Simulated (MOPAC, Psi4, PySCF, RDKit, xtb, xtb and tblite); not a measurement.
Relaxed torsion scan: SMILES [SiH3]CCCl (C₂H₇ClSi). Scanned: dihedral Si1–C2–C3–Cl4; all other coordinates were relaxed at GFN2-xTB. Points at φ and −φ are mirror images.

Geometry of the scan point at 100° (Å):
```
11

Si    -1.3870     0.5871     0.0121
C      0.0013    -0.6725    -0.3379
C      1.3450    -0.2797     0.2649
Cl     1.6483    -1.1594     1.7893
H     -2.6117     0.1078    -0.6271
H     -1.5763     0.7273     1.4543
H     -0.9804     1.8723    -0.5627
H     -0.2757    -1.6661     0.0123
H      0.1277    -0.7610    -1.4194
H      2.1753    -0.5449    -0.3917
H      1.4046     0.7816     0.5030
```

- GFN2-xTB (xtb and tblite)
- MMFF94 // GFN2-xTB (RDKit)
- PBE/def2-TZVP // GFN2-xTB (Psi4)
- PBE-D3(BJ)/def2-TZVP // GFN2-xTB (Psi4)
- MP2/cc-pVTZ = DF-MP2 (frozen core)/cc-pVTZ // GFN2-xTB (Psi4)
- HF/cc-pVTZ // GFN2-xTB (Psi4)
- UFF // GFN2-xTB (RDKit)
- PM7, restricted, heats of formation // GFN2-xTB (MOPAC)
- PM6, restricted, heats of formation // GFN2-xTB (MOPAC)
- GFN1-xTB // GFN2-xTB (xtb)
- RKS-B3LYP/6-31G* = restricted B3LYP/6-31G*, spherical d // GFN2-xTB (PySCF)
- RMP2/6-31G* = PySCF 2.14.0 with restricted MP2 (frozen core)/6-31G*, spherical d // GFN2-xTB
- RKS-B3LYP/LANL2DZ = restricted B3LYP/LANL2DZ, with its core potentials past Ne // GFN2-xTB (PySCF 2.14.0)
- RHF/3-21G = restricted Hartree-Fock/3-21G // GFN2-xTB run with PySCF

Least-squares fit of E(φ) = a0 + Σ (a_n cos nφ + b_n sin nφ), n = 1 to 4, to the 18 scan points, in kcal/mol above the lowest point of each profile (levels whose profile four harmonics don't fit are not listed):

```csv
method,a0,a1,b1,a2,b2,a3,b3,a4,b4,rms of fit
GFN2-xTB,1.38,-0.29,0.00,-0.34,0.00,1.37,0.00,-0.01,0.00,0.05
MMFF94,5.09,5.24,0.00,3.26,0.00,3.11,0.00,-0.23,0.00,0.24
PBE/def2-TZVP,2.46,0.78,0.00,-0.18,0.00,1.63,0.00,0.03,0.00,0.05
PBE-D3(BJ)/def2-TZVP,2.30,0.57,0.00,-0.20,0.00,1.66,0.00,0.04,0.00,0.05
MP2/cc-pVTZ,2.35,0.50,0.00,-0.06,0.00,1.93,0.00,0.04,0.00,0.06
HF/cc-pVTZ,2.94,1.34,0.00,0.28,0.00,1.97,0.00,-0.02,0.00,0.06
UFF,4.15,3.50,0.00,2.18,0.00,2.97,0.00,0.04,0.00,0.13
PM7,1.58,-1.58,0.00,-0.36,0.00,0.90,0.00,-0.11,0.00,0.03
PM6,1.39,0.52,0.00,-0.34,0.00,0.42,0.00,-0.17,0.00,0.04
GFN1-xTB,4.07,-3.00,0.00,-1.84,0.00,0.50,0.00,0.05,0.00,0.14
RKS-B3LYP/6-31G*,3.03,1.29,0.00,0.04,0.00,1.88,0.00,-0.02,0.00,0.07
RMP2/6-31G*,2.98,1.07,0.00,0.19,0.00,2.24,0.00,0.03,0.00,0.06
RKS-B3LYP/LANL2DZ,3.24,1.56,0.00,0.17,0.00,1.97,0.00,-0.01,0.00,0.10
RHF/3-21G,3.18,1.12,0.00,-0.05,0.00,2.13,0.00,0.02,0.00,0.07
```

MMFF94 has few fitted parameters for silicon.
